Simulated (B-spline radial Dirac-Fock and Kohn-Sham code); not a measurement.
**Pt: scattering cross sections and density moments**

System: the free platinum atom, [Xe] 4f14 5d10 (an excited configuration).

Input file task.json (cfg lists n, l and occupation; rrms is the nuclear radius in fm):

```json
{"items": [{
  "Z": 78,
  "q": 0,
  "cfg": [[1, 0, 2], [2, 0, 2], [2, 1, 6], [3, 0, 2], [3, 1, 6], [3, 2, 10], [4, 0, 2], [4, 1, 6], [4, 2, 10], [4, 3, 14], [5, 0, 2], [5, 1, 6], [5, 2, 10]],
  "A": 195,
  "rrms": 5.427,
  "do": ["scatter"],
  "s": [0.0, 0.09, 0.1, 0.13, 0.15, 0.18, 0.22, 0.26, 0.32, 0.38, 0.46, 0.55, 0.66, 0.8, 0.96, 1.15, 1.39, 1.67, 2.01, 2.41, 2.9, 3.49, 4.2],
  "pz": [0, 0.1, 0.14, 0.2, 0.29, 0.41, 0.59, 0.84, 1.2, 1.7, 2.4, 3.5, 5.0, 7.1, 10.0, 14.0, 21.0, 29.0, 42.0, 60.0, 85.0],
  "hv_scatter": [5000, 8047.8, 20000, 50000, 100000, 200000, 500000, 1000000]
}]}
```

Run with: `python xray_run.py task.json out`

Method: relativistic Hartree-Fock (Dirac-Fock) wave functions, averaged over the configuration. Computed with a radial atomic solver.

- Sum of ⟨r⟩: 45.10 bohr
- Sum of ⟨r²⟩: 57.02 bohr²
- Sum of ⟨1/r⟩: 594.37 per bohr
- Langevin diamagnetic susceptibility: -45.2 × 10⁻⁶ cm³/mol
- Lamb shielding (α²/3)Σ⟨1/r⟩: 10550 ppm

Coherent scattering is the Thomson cross section weighted by f₀², without anomalous dispersion; incoherent scattering is Klein-Nishina weighted by S. The Lamb formula is the non-relativistic shielding expression. Electron correlation is left out.

| hν (keV) | coherent (b) | incoherent (b) | incoherent per electron (b) |
| --- | --- | --- | --- |
| 5 | 2560 | 8.231 | 0.106 |
| 8.0478 | 1852 | 12.74 | 0.163 |
| 20 | 710.1 | 22.94 | 0.294 |
| 50 | 197.3 | 31.47 | 0.403 |
| 100 | 63.95 | 32.71 | 0.419 |
| 200 | 18.71 | 29.47 | 0.378 |
| 500 | 3.395 | 22.03 | 0.282 |
| 1000 | 0.8847 | 16.32 | 0.209 |

Incoherent scattering overtakes coherent scattering between 100 and 200 keV.
